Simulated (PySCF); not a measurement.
# Two-component Hartree-Fock for Tc(3+) (technetium, charge +3)

Start: [Kr] 4d3 5s1; 4d5/2 filled at m_j = +1/2, +3/2, +5/2; 5s1/2 filled at m_j = +1/2. Calculated with PySCF 2.14 in x2c-TZVPall-2c with one added diffuse shell each of s, p, d type (9s10p8d1f, 86 functions): generalised Hartree-Fock with the X2C-1e Hamiltonian and a Gaussian nucleus; one run each with spin-orbit coupling (SO) switched off, then screened by Boettger's factors. This is a chosen level, not necessarily the ground level.

```
spinor shell  electrons  ε, spin-free (eV)  ε, screened SO (eV)  weight of nominal j (screened SO)  rms radius, screened SO (bohr)
       1s1/2          2           -21197.1             -21195.9                              1.000                          0.0394
       2s1/2          2            -3134.2              -3133.9                              1.000                           0.162
       2p1/2          2            -2802.3              -2883.9                              1.000                           0.141
       3s1/2          2            -610.12              -610.08                              1.000                           0.442
       3p1/2          2            -498.19              -512.40                              1.000                           0.439
       3p3/2          4            -498.19              -491.58                              1.000                           0.450
       3d3/2          4            -317.15              -319.44                              0.976                           0.433
       3d5/2          6            -317.15              -315.61                              0.984                           0.436
       4s1/2          2            -125.38              -125.39                              1.000                            1.12
       4p3/2          4            -90.808              -89.282                              0.877                            1.23
       4p1/2          2            -90.808              -94.074                              0.754                            1.22
       4d5/2          3            -47.549              -47.484                              0.752                            1.58
       5s1/2          1            -32.710              -32.714                              1.000                            2.90
```

(1) Where does 2p3/2 lie, and what is the 2p spin-orbit splitting (screened SO)?

```csv
quantity,spin-free,screened SO
E (hartree),-4280.65000,-4281.19697
M_J,5,5
⟨J²⟩,30.007,30.006
⟨L²⟩,12.006,12.112
⟨S²⟩,6.001,5.962
```

Each row is a mean over spinors that exchange with the open shell spreads, by up to 8.893 eV (4p3/2).

Rows whose weight is well below 1 are mixtures of j = l ± 1/2: exchange outweighs spin-orbit coupling there, and the label is only the starting occupation.

Breit and QED terms are absent; they matter most for the inner s and p1/2 levels.

Densities and radii are taken from the X2C orbitals without a picture-change correction, which distorts them close to the nucleus.

Without spin-orbit coupling the j labels of p, d and f shells carry no meaning; the spin-free column gives the mean over the occupied spinors of each nl shell.

Results:

(1) At -2764.2 eV, 119.69 eV above 2p1/2.
